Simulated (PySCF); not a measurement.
C3H3F3, SMILES F[C@H]1[C@H](F)[C@H]1F. Atoms are numbered in the order given.

```xyz
9

F     -1.2002     0.2033     1.4082
C     -0.2143    -0.4375     0.7525
C     -0.2143    -0.4375    -0.7525
F     -1.2002     0.2033    -1.4082
C      0.7708     0.3899     0.0000
F      2.0776     0.0529     0.0000
H      0.1379    -1.3466     1.2536
H      0.1379    -1.3466    -1.2536
H      0.5756     1.4691     0.0000
```
Charge 0, spin multiplicity 1.

Geometry optimised at PBE0-D3(BJ)/def2-SVP. The structure was generated by enumeration; whether it is a known compound was not checked.

Method: KT2/pcSseg-1 run with PySCF.

GIAO shieldings, no solvent; atoms listed in one row are averaged. δ = σ(ref) − σ: ¹⁹F against CFCl3 (σ = 127.1 ppm); ¹³C against TMS (σ = 185.1 ppm); ¹H against TMS (σ = 31.47 ppm), references at their B3LYP-D3(BJ)/def2-TZVP geometries, non-relativistic.

**Question.** Estimate the chemical shifts. (An estimate is asked for; the answer gives what the named calculation found.)

**Answer.** 
```json
[
 {"nucleus": "¹⁹F", "atoms": "F6", "count": "1", "δ (ppm)": "-274.8"},
 {"nucleus": "¹⁹F", "atoms": "F4, F1", "count": "2", "δ (ppm)": "-289.8"},
 {"nucleus": "¹³C", "atoms": "C3, C2", "count": "2", "δ (ppm)": "77.9"},
 {"nucleus": "¹³C", "atoms": "C5", "count": "1", "δ (ppm)": "76.9"},
 {"nucleus": "¹H", "atoms": "H9", "count": "1", "δ (ppm)": "4.91"},
 {"nucleus": "¹H", "atoms": "H7, H8", "count": "2", "δ (ppm)": "4.68"}
]
```
